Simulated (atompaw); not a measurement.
## Reading a pseudo-wave (gadolinium)

Columns: radius, all-electron u(r) and pseudo u(r) of the 6s shell (level -9.28 eV) of gadolinium in the configuration [Kr] 4d10 4f7 5s2 5p6 5d1 6s1 6p0; PBE, scalar-relativistic, PAW (atompaw) scheme, atompaw 4.2.0.5.

```tsv
r (bohr)	all-electron	pseudo
0.115	-0.0270	-0.1194
0.231	-0.0802	-0.2314
0.346	0.1241	-0.3266
0.462	0.1772	-0.4008
0.577	0.0769	-0.4488
0.692	-0.0705	-0.4698
0.808	-0.1962	-0.4642
0.923	-0.2713	-0.4347
1.038	-0.2951	-0.3851
1.154	-0.2760	-0.3191
1.269	-0.2256	-0.2425
1.385	-0.1541	-0.1582
1.500	-0.0718	-0.0714
1.615	0.0149	0.0160
1.731	0.1018	0.1022
1.846	0.1839	0.1839
1.962	0.2603	0.2603
2.077	0.3285	0.3285
2.192	0.3885	0.3885
2.308	0.4407	0.4407
2.423	0.4843	0.4843
2.538	0.5202	0.5202
2.654	0.5492	0.5492
2.769	0.5712	0.5712
2.885	0.5874	0.5874
3.000	0.5980	0.5980
```

How many radial nodes do the two functions have?

The all-electron 6s function has n − l − 1 = 5 (the table is too coarse to show those close to the nucleus); the pseudo-wave has 1, since 1 lower shell of the same l stays in the valence.

At about which radius was the pseudo-wave matched?

1.90 bohr. The columns agree to 0.0005 from 1.73 bohr on; several derivatives are matched, so the curves merge somewhat inside the radius.

Is the pseudo-wave norm-conserving?

No, it belongs to a PAW set: the norm inside the radius is not constrained, and the difference is carried by the augmentation charge.
